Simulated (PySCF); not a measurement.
**How methods differ on the excitation energy of Ti²⁺**

Ti²⁺ [Ar] 3d2 (3F) → Ti²⁺ [Ar] 3d1 4p1 (high-spin determinant), as a difference of total energies. Computed with PySCF 2.14 in def2-TZVPPD (6s6p4d2f1g, 67 functions), with no relativity, point nucleus. Correlated levels: valence and next inner shell: [Ne] frozen. The calculations carry no spin-orbit coupling.

```json
{"method": "UHF", "excitation energy (cm⁻¹)": "75512"}
{"method": "MP2 (valence and next inner shell)", "excitation energy (cm⁻¹)": "76350"}
{"method": "SCS-MP2 (valence and next inner shell)", "excitation energy (cm⁻¹)": "76299"}
{"method": "CCSD (valence and next inner shell)", "excitation energy (cm⁻¹)": "76006"}
{"method": "CCSD(T) (valence and next inner shell)", "excitation energy (cm⁻¹)": "75910"}
```

A first-order spin-orbit estimate (lowest level to lowest level, LS coupling) adds -0.017 eV.

The determinant of the upper state mixes LS terms, which raises its energy above the lowest term, most at the Hartree-Fock and MP2 levels.
